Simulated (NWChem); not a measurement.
Species: C$_{3}$H$_{2}$F$_{4}$; SMILES F/C=C(/F)C(F)F

```xyz
9

F     -1.7135    -1.0901    -0.5629
C     -0.5088    -1.4175    -0.1376
C      0.4576    -0.5300     0.0971
F      1.6402    -0.9725     0.5293
C      0.4390     0.9598    -0.0590
F      0.4937     1.5494     1.1549
F     -0.6767     1.3656    -0.6819
H     -0.3467    -2.4888     0.0133
H      1.3221     1.2931    -0.6355
```
Atoms are numbered in this order, from 1.

Level: PBE0/def2-SVP (NWChem), optimised geometry, unscaled harmonic frequencies. 

Problem. List the harmonic frequencies with IR intensities, and the thermochemistry.

Solution. 
```tsv
frequency (cm⁻¹)	IR intensity (km/mol)
39	0.7
185	0.1
234	0.0
326	6.4
372	17.3
401	3.4
545	5.2
629	4.7
670	9.7
882	16.0
936	31.3
1156	170.4
1196	73.0
1253	116.4
1276	240.1
1343	25.1
1396	34.7
1475	56.7
1827	16.8
3079	35.2
3233	5.1
```

The zero-point energy is 32.1 kcal/mol and the thermal correction to the enthalpy at 298.15 K (with zero-point energy) is 36.7 kcal/mol. The heat capacity Cv is 21.3 cal/(mol K) and the entropy at 298.15 K and 1 atm (symmetry number 1) is 82.3 cal/(mol K). The dipole moment comes out as 1.69 D.

Rigid rotor and harmonic oscillator; modes under 100 cm⁻¹ make the entropy uncertain.
